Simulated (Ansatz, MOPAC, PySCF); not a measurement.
Series: H2E=E'H2. Isolated molecules, 0 K electronic values unless said otherwise. One relaxed conformer stands for each flexible species; it need not be the lowest. Strings in code marks are SMILES.

Quantity: vertical ionisation energy (energy after one electron is removed minus that of the parent at the parent's geometry), in eV. The restricted reference of `C=[SiH2]`, `[CH2]=[GeH2]` and `[CH2]=[SnH2]` is unstable towards unrestricted orbitals.

Level 1: CAM-B3LYP-D3(BJ)/def2-TZVP (PySCF)
Level 2: minus the HOMO energy of AM1 // CAM-B3LYP-D3(BJ)/def2-TZVP (MOPAC)
Level 3: minus the HOMO energy of TPSSh-D3(BJ)/def2-TZVP // CAM-B3LYP-D3(BJ)/def2-TZVP (PySCF)
Level 4: HF/def2-TZVPP // CAM-B3LYP-D3(BJ)/def2-TZVP (Ansatz, a program for electronic structure)

| species | level 1 | level 2 | level 3 | level 4 |
|---|---|---|---|---|
| `[CH2]=[GeH2]` | 8.61 | 8.99 | … | 7.09 |
| `C=[SiH2]` | … | 9.23 | 6.08 | 7.30 |
| `BN` | 11.42 | 10.92 | 7.89 | 9.67 |
| `[NH2][AlH2]` | 10.16 | 10.43 | 6.81 | … |
| `[NH2][GaH2]` | 9.85 | 10.49 | … | 8.20 |
| `[CH2]=[SnH2]` | 8.00 | 6.86 | 5.60 | … |
| `C=[NH2+]` | 21.29 | … | … | 19.34 |

Task: Complete the blanks.

Result: 
- `[CH2]=[GeH2]`, level 3: 5.95
- `C=[SiH2]`, level 1: 8.79
- `[NH2][AlH2]`, level 4: 8.54
- `[NH2][GaH2]`, level 3: 6.64
- `[CH2]=[SnH2]`, level 4: 6.45
- `C=[NH2+]`, level 2: 20.01
- `C=[NH2+]`, level 3: 17.41
